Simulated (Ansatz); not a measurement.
(Cl)2Si(OSiH2)2O (Si₃Cl₂O₃H₄). Total charge 0; singlet. Geometry PBE-D4/def2-SVP.

```xyz
12

Si    0.240   -0.727    1.507
Cl    2.003   -0.741    2.556
Cl   -1.189   -1.736    2.578
O     0.461   -1.467    0.041
Si    0.270   -0.901   -1.538
O    -0.227    0.698   -1.446
Si   -0.537    1.714   -0.148
O    -0.249    0.838    1.266
H    -0.783   -1.717   -2.218
H     1.587   -0.979   -2.240
H    -1.972    2.136   -0.170
H     0.395    2.883   -0.189
```

Question: Estimate the orbital energies around the gap (eV) in Ansatz with HF/6-31G, LDA (SPW92)/def2-TZVP, r2SCAN-D4/def2-TZVP, PBE0-D4/def2-SVP, PBE0-D4/def2-TZVP.

Answer: 
```tsv
orbital	HF/6-31G	LDA (SPW92)/def2-TZVP	r2SCAN-D4/def2-TZVP	PBE0-D4/def2-SVP	PBE0-D4/def2-TZVP
HOMO−9	-16.09	-9.96	-10.23	-11.51	-11.48
HOMO−8	-14.69	-8.95	-9.17	-10.32	-10.39
HOMO−7	-14.64	-8.91	-9.14	-10.25	-10.31
HOMO−6	-14.17	-8.84	-9.08	-10.24	-10.30
HOMO−5	-13.80	-8.83	-9.04	-10.04	-10.16
HOMO−4	-13.67	-8.55	-8.83	-9.82	-9.90
HOMO−3	-13.66	-8.52	-8.76	-9.75	-9.87
HOMO−2	-13.06	-8.02	-8.26	-9.21	-9.33
HOMO−1	-12.98	-7.83	-8.08	-9.09	-9.18
HOMO	-12.55	-7.56	-7.85	-8.84	-8.91
LUMO	2.87	-1.50	-0.78	0.13	-0.27
LUMO+1	3.43	-1.05	-0.35	0.69	0.17
LUMO+2	3.68	-0.89	-0.15	0.79	0.32
LUMO+3	4.26	-0.55	0.14	1.28	0.67
LUMO+4	4.51	0.25	0.97	1.77	1.36
LUMO+5	4.93	0.52	1.29	2.19	1.76
```
